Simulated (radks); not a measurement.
Coulomb parameter of the 4d shell of the cadmium ion Cd2+ in the model configuration [Kr] 4d9 5p1, as a second difference U = [E(n + 0.5) + E(n - 0.5) - 2 E(n)] / (0.5)^2 with all orbitals relaxed. "Bare": the charge of the atom changes with n. "Screened": the 5p shell takes up the change at fixed total charge, which measures U(4d,4d) + U(5p,5p) - 2 U(4d,5p). Method: scalar-relativistic Kohn-Sham, LDA (Slater exchange, Perdew-Wang correlation), spin-unpolarised, spherical densities, point nucleus; computed with a radial shooting solver on a logarithmic mesh with Libxc functionals.

| case | configuration | E - E(n) (eV) |
|---|---|---|
| start | [Kr] 4d9 5p1 | 0.000 |
| bare +0.5 | [Kr] 4d9.5 5p1 | -16.333 |
| bare -0.5 | [Kr] 4d8.5 5p1 | 20.051 |
| screened +0.5 | [Kr] 4d9.5 5p0.5 | -9.194 |
| screened -0.5 | [Kr] 4d8.5 5p1.5 | 10.100 |

U(bare) = 14.870 eV, U(screened by 5p) = 3.626 eV, against the Slater integral F0(4d,4d) = 20.369 eV with frozen orbitals.
